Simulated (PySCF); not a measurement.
A TDDFT job was run through a driver script with this input:

```
{"job": {"kind": "uv", "xc": "PBE0", "basis": "def2-SVPD", "dynamic": true, "nstates": 6, "ntriplets": 0, "group": "solv-HPDXZMZRNKSXFI-UHFFFAOYSA-N-uv", "role": "base"}, "charge": 0, "multiplicity": 1}
B      2.408889     0.103529     0.035780
N      0.834743     0.127678     0.441332
C     -0.009663    -0.839025    -0.277391
C     -1.468927    -0.825755     0.147229
C     -2.191111     0.487352    -0.118836
H      2.937820     0.974698     0.717226
H      2.447456     0.347551    -1.165430
H      2.806231    -1.024411     0.307954
H      0.487096     1.075895     0.289751
H      0.765205    -0.035350     1.447857
H      0.444660    -1.827455    -0.119215
H      0.098767    -0.612788    -1.348875
H     -1.975858    -1.641385    -0.393075
H     -1.543544    -1.090265     1.217374
H     -1.779561     1.321026     0.473512
H     -2.126184     0.770365    -1.181532
H     -3.257082     0.414410     0.141014
```

Output (SCF cycles cut):

```
converged SCF energy = -200.7617001414

Static polarisability (au): isotropic 67.146, principal 61.156 64.113 76.170

Singlet excitations
state   eV       nm        f      main configurations
  1   6.5298    189.9   0.01164   H->L 0.53, H-1->L 0.42
  2   6.5476    189.4   0.00957   H-1->L 0.53, H->L 0.42
  3   7.5738    163.7   0.00153   H->L+1 0.85, H->L+2 0.08
  4   7.5900    163.4   0.00126   H-1->L+1 0.86, H-1->L+2 0.08
  5   7.6932    161.2   0.00441   H->L+2 0.78
  6   7.7034    160.9   0.00508   H-1->L+2 0.78
```

Computed with PySCF, TDDFT PBE0/def2-SVPD, vertical, gas phase, core orbitals frozen in the response. The structure is a single PBE0-D3(BJ)/def2-SVP conformer in the gas phase; no vibrational or solvent corrections.

(1) What share of the summed oscillator strength falls to the strongest level in this window?

(2) Give the mean polarisability in Å³.

(3) Give the energy of state 2 in hartree, cm⁻¹ and kJ/mol.

(4) What transition dipole goes with state 1?

(5) What is the total energy of state 2 at this geometry?

(6) Which species is it?

Answers

(1) State 1 at 190 nm: 0.0116 of 0.0335, or 35%.

(2) 67.15 au × 0.148185 = 9.95 Å³.

(3) 0.24062 hartree, 52810 cm⁻¹, 631.7 kJ/mol.

(4) |μ|² = 3f / (2ΔE) = 3 × 0.0116 / (2 × 0.2400) = 0.073 au, so |μ| = 0.69 D.

(5) -200.76170 + 0.24062 = -200.52108 hartree.

(6) `[BH3-][NH2+]CCC` (C3H12BN), point group C1.

H and L stand for HOMO and LUMO.

Conformer computed: `[BH3-:1][NH2+:2][CH2:3][CH2:4][CH3:5]`: B1–N2–C3–C4 178°, N2–C3–C4–C5 63°.
